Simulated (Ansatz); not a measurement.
```xyz
11

C    -1.0636    0.8401   -1.7683
Ga   -0.1931   -0.1753   -0.3315
B     0.4951   -1.8518    0.7740
O     1.0276   -1.0312    1.7011
C     0.8024    0.3781    1.3680
H    -1.5032    0.1937   -2.5283
H    -1.8501    1.4746   -1.3502
H    -0.3361    1.5006   -2.2483
H     0.5914   -3.0388    0.8985
H     0.2540    0.8400    2.1931
H     1.7756    0.8701    1.2919
```

The species carries charge 0 and has multiplicity 1.

(1) List the PBE0/def2-TZVPP orbital energies in eV (Ansatz 0.2.0). (An estimate is asked.)

Answers

(1) Ansatz gave: Occupied: -10146.66, -1252.53, -1108.72, -1108.62, -1108.59, -523.27, -278.87, -277.88, -184.89, -150.78, -103.81, -103.52, -103.46, -28.81, -22.92, -22.78, -22.75, -22.67, -22.57, -19.20, -18.59, -14.16, -13.01, -12.53, -11.34, -11.29, -10.86, -10.21, -9.07, -7.21, -6.44. Lowest empty: -1.84, 0.50, 0.78, 1.20, 1.48, 2.45, 2.91, 2.94.
